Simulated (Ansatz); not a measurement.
Consider the cleavage of the In–Al bond: `[AlH2][InH][Cl]` + NH₃ → `[NH2][InH][Cl]` + `[AlH3]`.

Program: Ansatz. Geometries: PBE0-D4/def2-TZVP. ΔE: electronic, gas phase. CCSD(T)/CBS adds triple-zeta CCSD(T) − MP2 to the extrapolated MP2 energy (def2 sets, frozen cores). This one scheme is used for every species. DFT in def2-TZVPP. Elements past krypton have def2 core potentials. For In outer-core shells are correlated without core-valence functions, which leaves a few kJ/mol of doubt a bond. One conformer a species, not always the lowest.

`[AlH2][InH][Cl]`:

```xyz
6

Al   -0.264   -0.981    0.996
In   -0.056    1.101   -0.644
Cl    1.508    0.411   -2.297
H     0.723   -1.118    2.230
H    -1.332   -2.116    0.701
H    -0.579    2.703   -0.987
```

NH₃:

```xyz
4

N     0.074    0.221    0.159
H     0.575   -0.618    0.424
H    -0.914    0.016    0.240
H     0.264    0.382   -0.823
```

`[NH2][InH][Cl]`:

Cartesian coordinates in Å:
```
N 0.585 -0.943 -0.335
In -0.541 0.500 0.459
Cl 0.378 2.581 -0.085
H 0.232 -1.878 -0.459
H 1.230 -0.699 -1.070
H -1.884 0.438 1.489
```

`[AlH3]`:

```xyz
4

Al    0.000    0.000    0.000
H    -1.570    0.210    0.083
H     0.926    1.159   -0.560
H     0.643   -1.369    0.477
```

Q: Is it downhill or uphill in electronic energy at CCSD(T)/CBS, and by how much? (Estimate.)

A: Computed: Uphill: ΔE = +0.40 eV.

Q: What do these levels give: PBE-D4, revPBE-D4, r2SCAN0-D4, CAM-B3LYP-D4, r2SCANh, HF/def2-SVP? (An estimate is asked.)

A: Ansatz gave: PBE-D4 0.55, revPBE-D4 0.52, r2SCAN0-D4 0.49, CAM-B3LYP-D4 0.38, r2SCANh 0.48, HF/def2-SVP 0.45 eV.

Largest T1 diagnostic among the species: 0.014.

At CCSD(T), def2-SVP lies −0.03 eV from the extrapolated value and def2-TZVPP −0.00 eV. Leaving LDA and LC-ωPBE aside and taking each functional with its dispersion term where it has one, the values, not all of them listed here, spread over 0.19 eV, from B97M-V to PBE-D4. LDA lies −0.04 eV from PBE without D4.
